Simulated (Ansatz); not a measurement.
System: InCl (charge 0, singlet). 
Geometry from a B3LYP-D3(BJ)/def2-TZVP (Ansatz, a first-principles code) optimisation:
```xyz
2

In     0.0000     0.0000    -0.6288
Cl     0.0000     0.0000     1.8123
```

Wanted: atomisation energy (electronic, to ground-state atoms), in kJ/mol. Valence correlation only, unless marked. UHF or UKS for open shells. Spin-orbit coupling is left out. The frozen core is the preceding noble-gas configuration, with the filled d and f shells of earlier blocks. In def2 rows, elements after Kr have scalar-relativistic effective core potentials. The coupled-cluster limit lacks core correlation, which all-electron functionals hold. CBS(X,Y): correlation extrapolated as X^-3; Hartree-Fock from the larger set.

```json
[
 {"level": "HF/def2-TZVPPD", "program": "Ansatz", "atomisation energy (kJ/mol)": "329.2"}
]
```

**Question.** Estimate the value at CCSD(T)/CBS(def2-TZVPPD,def2-QZVPPD) as computed with Ansatz.

**Answer.** 449.3 kJ/mol
